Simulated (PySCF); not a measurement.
Species: C₇H₄NOP.
Numbering: `[N:1]#[C:2][c:3]1[cH:4][cH:5][c:6]([CH:7]=[O:8])[p:9][cH:10]1`

NICS = −σ at a ghost point: NICS(0) at the centroid of the ring atoms, NICS(1) 1 Å to either side along the normal of their mean plane, zz for the tensor component along that normal. Level: GIAO PBE0/pcSseg-1 (PySCF, non-relativistic, gas phase) on the GFN2-xTB geometry, one conformer.

Ring bond lengths (Å), with Mayer bond orders in brackets: C3–C4 1.399 (1.34), C4–C5 1.378 (1.48), C5–C6 1.390 (1.33), C6–P9 1.757 (1.26), P9–C10 1.736 (1.31), C10–C3 1.388 (1.40).

Question: Give the NICS values of each ring in ppm.

Answer: 
```csv
ring,type,NICS(0),"NICS(1), two faces","NICS(1)zz, two faces",rms pucker (Å),"centre to ring atoms, mean (Å)"
C3–C4–C5–C6–P9–C10,6-membered ring with P; formal bonds all aromatic,-7.1,-10.3 / -10.3,-24.4 / -24.4,0.00,1.50
```

Question: What can be read from them?

Answer: 
- C3–C4–C5–C6–P9–C10: mean NICS(1)zz -24.4 ppm, shielded.

Question: How equal are the bonds by HOMA? Use HOMA with the parameters of Krygowski (1993).

Answer: 
- C3–C4–C5–C6–P9–C10: HOMA 0.89; the largest term is that of C6–P9, α(R − Ropt)² = 0.41.

Question: List the ring angles and the Hirshfeld charges of the ring atoms.

Answer: 
- C3–C4–C5–C6–P9–C10: C3 124.0° (+0.024 e), C4 121.8° (-0.023 e), C5 123.5° (-0.025 e), C6 126.0° (-0.068 e), P9 98.9° (+0.167 e), C10 125.8° (-0.088 e); sum 720.0° against 720° for a flat convex ring.

Question: How shielded are the nuclei of the rings and their hydrogens (means over atoms taken as equivalent)?

Answer: 
| atoms | environment | σ isotropic (ppm) |
| --- | --- | --- |
| C3 | substituted aromatic carbon | 61.4 |
| C4 | aromatic CH carbon | 47.4 |
| C5 | aromatic CH carbon | 43.3 |
| C6 | substituted aromatic carbon | 10.8 |
| P9 | phosphorus bonded to 2 C | 50.0 |
| C10 | aromatic CH carbon | 12.2 |
| H on C4 | aromatic hydrogen | 23.54 |
| H on C5 | aromatic hydrogen | 23.40 |
| H on C10 | aromatic hydrogen | 21.91 |

Shape of the structure used: `[N:1]#[C:2][c:3]1[cH:4][cH:5][c:6]([CH:7]=[O:8])[p:9][cH:10]1`: C5–C6–C7–O8 180°.
